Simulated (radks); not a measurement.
Results of a calculation; reference values are marked as such.
Exchange energies: the exact (Fock) value of the Kohn-Sham orbitals and density-functional approximations, in hartree. Species: Ar [Ar]; Sm51+ [Ne] 3s1; H 1s1. Level of theory: non-relativistic Kohn-Sham, exchange-only PBE, spin-polarised, spherical densities, point nucleus (a radial shooting solver on a logarithmic mesh with Libxc functionals). Every spin shell is full or empty, so the densities are truly spherical. Functionals are evaluated on that one density, not self-consistently.

| functional | Ar | Sm51+ | H |
|---|---|---|---|
| exact | -30.1159 | -106.183 | -0.305509 |
| LDA | -27.827 | -97.865 | -0.26281 |
| PBEsol | -29.103 | -102.39 | -0.28746 |
| revPBE | -30.067 | -105.79 | -0.30532 |
| RPBE | -30.107 | -105.91 | -0.30607 |
| PW91 | -30.084 | -105.77 | -0.30175 |
| OPTX | -30.143 | -106.31 | -0.30497 |
| G96 | -30.144 | -106.21 | -0.30551 |
| EV93 | -30.411 | -107.02 | -0.31911 |
| TPSS | -30.172 | -106.10 | -0.30640 |
| MS2 | -30.129 | -105.92 | -0.30668 |
| Tao-Mo | -30.060 | -105.56 | -0.30669 |
| TASK | -29.235 | -103.38 | -0.30638 |
| MVS | -30.068 | -105.75 | -0.30647 |
